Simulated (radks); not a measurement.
Tl69+, configuration [Ne] 3s2.

Calculated with a radial shooting solver on a logarithmic mesh with Libxc functionals: scalar-relativistic Kohn-Sham, SCAN, spin-polarised, spherical densities, finite nucleus; meta-GGA in the generalised Kohn-Sham scheme; Fermi nuclear charge, rms radius 5.4759 fm.

Energy parts (eV):
| part | energy |
|---|---|
| total | -385812.15 |
| kinetic | 450869.68 |
| electron-nucleus | -860985.22 |
| Hartree | 28752.35 |
| exchange-correlation | -4448.96 |

Orbitals (lengths in bohr, moments of r in powers of bohr; r(90%) holds 90 % of the orbital's charge):
\begin{tabular}{lrrr}
orbital & occ. & eigenvalue (eV) & r(90%) \\ \hline
1s & 2 & -91972.02 & 0.0299 \\
2s & 2 & -21246.43 & 0.105 \\
2p & 6 & -19149.79 & 0.0996 \\
3s & 2 & -8701.792 & 0.237 \\
\end{tabular}

The highest occupied level is 3s at -8701.8 eV. The density falls to 0.001 e/bohr^3 at r = 0.47 bohr.

Empty levels of this run are not shown, since the potential may be unsettled where no density lies.
